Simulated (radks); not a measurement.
Species: the antimony ion Sb+. Configuration: [Kr] 4d8 5s2 5p4 (not the ground configuration).

All-electron calculation, Dirac Kohn-Sham, LDA (Slater exchange, Perdew-Wang correlation), spin-unpolarised, spherical densities, finite nucleus; open shells are shared between the two j in proportion to 2j + 1; Fermi nuclear charge, rms radius 4.6802 fm. Program: a radial shooting solver on a logarithmic mesh with Libxc functionals.

Energy parts (eV):
total: -176192.788
kinetic: 185878.001
electron-nucleus: -426871.492
Hartree: 69261.520
exchange-correlation: -4460.817

Orbitals (lengths in bohr, moments of r in powers of bohr):
orbital	occ.	eigenvalue (eV)	<1/r>
1s1/2	2	-30274.07	54.27
2s1/2	2	-4629.483	12.61
2p1/2	2	-4335.235	12.60
2p3/2	4	-4083.806	11.70
3s1/2	2	-927.9870	4.471
3p1/2	2	-807.5383	4.384
3p3/2	4	-761.1102	4.161
3d3/2	4	-547.6618	4.013
3d5/2	6	-537.9947	3.956
4s1/2	2	-171.8264	1.793
4p1/2	2	-130.5859	1.684
4p3/2	4	-121.6175	1.613
4d3/2	3.2	-55.5181	1.363
4d5/2	4.8	-54.1412	1.345
5s1/2	2	-25.2560	0.6571
5p1/2	1.33333	-15.8033	0.5554
5p3/2	2.66667	-14.7790	0.5320

The highest occupied level is 5p3/2 at -14.779 eV. Summed over all electrons, <r^2> = 52.70 bohr^2, which gives a Langevin (diamagnetic) susceptibility term of -41.7 x 10^-6 cm^3/mol. The electron density at the nucleus is 2.081e+05 e/bohr^3. The density falls to 0.001 e/bohr^3 at r = 4.28 bohr.
